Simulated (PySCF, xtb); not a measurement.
BH3, SMILES B.

GFN2-xTB in xtb 6.7.1 at its own geometry gives an orbital gap of 4.49 eV and a dipole moment of 0.07 D.

Geometry: PBE0-D3(BJ)/def2-TZVPD. The isomer is the one that the SMILES or the coordinates give; other isomers of the formula were not compared.

Task: What does CAM-B3LYP/def2-TZVPD run with PySCF give? (The exact figures need the calculation; the answer reports its results.)

Result: gap 10.56 eV (levels -11.44 and -0.88 eV), dipole 0.00 D.
